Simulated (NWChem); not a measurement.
Si$_{3}$H$_{5}$OF; SMILES F[Si@@H]1O[SiH2][SiH2]1

```xyz
10

F      0.2863    -2.1170     0.7366
Si     0.1152    -1.0342    -0.4607
O      1.3497     0.0978    -0.3839
Si     0.6902     1.6029     0.0686
Si    -1.4698     0.6488    -0.0001
H      0.1688    -1.8031    -1.7312
H      1.0099     2.6355    -0.9595
H      1.2173     2.0413     1.3934
H     -2.2623     0.5372     1.2596
H     -2.3348     1.0746    -1.1420
```
Atoms are numbered in this order, from 1.

Computed with NWChem. Pople sets run with spherical d functions. Geometry: optimised at PBE0/def2-SVP. GIAO values for the isolated, static molecule; σ is the absolute isotropic shielding, δ = σ(reference) − σ with the isolated reference molecule computed at the same levels (19F: trichlorofluoromethane, 1H: tetramethylsilane, 17O: water, 29Si: tetramethylsilane).

Problem. Estimate the computed values for B3LYP/6-31G*. Quantities: δ F1 (ppm); δ Si2 (ppm); δ O3 (ppm); δ Si4 (ppm); δ H6 (ppm); δ H7 (ppm); δ H9 (ppm).

Solution. 
```yaml
"δ F1 (ppm)": -118.6
"δ Si2 (ppm)": 34.5
"δ O3 (ppm)": 122.9
"δ Si4 (ppm)": 19.4
"δ H6 (ppm)": 6.05
"δ H7 (ppm)": 5.75
"δ H9 (ppm)": 4.26
```
